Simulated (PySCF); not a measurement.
Cl5Si2, SMILES [Si](Cl)(Cl)[Si](Cl)(Cl)Cl, multiplicity 2.

Geometry: r2SCAN-D4/def2-SVP. The isomer is the one that the SMILES or the coordinates give; other isomers of the formula were not compared. One conformer was computed; it need not be the lowest.

Computed with PBE/def2-TZVP (PySCF).

Computed frontier levels, dipole moment and polarisability:
The α spin, highest occupied and lowest empty level is -5.80 and -2.11 eV and the β spin, highest occupied and lowest empty level is -7.73 and -4.52 eV. The dipole moment is 0.58 D, the quadrupole, principal values (traceless, Buckingham form, about the centre of nuclear charge) is -1.86, -0.25, 2.10 D·Å and the mean static polarisability is 117.2 bohr³ (17.37 Å³). The polarisability, principal values is 99.6, 122.3, 129.7 bohr³ and the ⟨S²⟩ is 0.753 (pure state 0.75).
